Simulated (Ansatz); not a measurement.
`N=C(N)[SiH3]` + H₂ → `N=C[SiH3]` + NH₃ at 500 K and 1 bar (hydrogenolysis of a C–N bond).

Computed with Ansatz on PBE0-D4/def2-TZVP structures; ΔE is electronic, products minus reactants. CCSD(T)/CBS is the MP2 limit (def2-TZVPP, def2-QZVPP) plus CCSD(T) − MP2 in def2-TZVPP, frozen cores. This one scheme is used for every species. Each species was taken in one conformer, which may not be the lowest.

```csv
species,CCSD(T)/CBS energy (Eh),H − E (kJ/mol),S (J/(mol·K))
`N=C(N)[SiH3]`,-440.12060,232.6,378.9
H₂,-1.17544,41.0,145.5
`N=C[SiH3]`,-384.79808,178.1,332.3
NH₃,-56.50880,108.2,211.8
```

H − E and S are ideal-gas, rigid-rotor, harmonic terms from PBE0-D4/def2-TZVP, for one conformer and one mirror image of each species. The MP2-based limit puts H₂ 0.8 mEh under its directly extrapolated value; such offsets cancel only in part. 1 Eh = 2625.50 kJ/mol, R = 8.31446 J/(mol·K).

Q: By hand: ΔE, ΔH, ΔS and ΔG.

A: ΔE = (-384.79808) + (-56.50880) − (-440.12060) − (-1.17544) = -0.01084 Eh = -28.5 kJ/mol. Δ(H − E) = 178.1 + 108.2 − 232.6 − 41.0 = 12.7, so ΔH = -15.8 kJ/mol. ΔS = 332.3 + 211.8 − 378.9 − 145.5 = 19.7 J/(mol·K). ΔG = -15.8 − 500 × (19.7)/1000 = -25.6 kJ/mol.

Q: By hand: the equilibrium constant, and the temperature at which ΔG would vanish if ΔH and ΔS stayed fixed.

A: log₁₀ K = −ΔG/(RT ln 10) = 2.7. ΔH and −TΔS have one sign here, so there is no such temperature.

TΔS isn't small against ΔH here. A doubt of 5 kJ/mol in ΔE shifts log₁₀ K by 0.5 here. Other conformers and mirror images would add mixing entropy, several J/(mol·K) or more a flexible species. Modes under 60 cm⁻¹, often nearly free rotors, make the harmonic entropy too high. These are equilibria of isolated gas molecules and say nothing of rates. Largest T1 diagnostic: 0.014 (customary marks: 0.02 for closed shells, 0.045 for open ones).
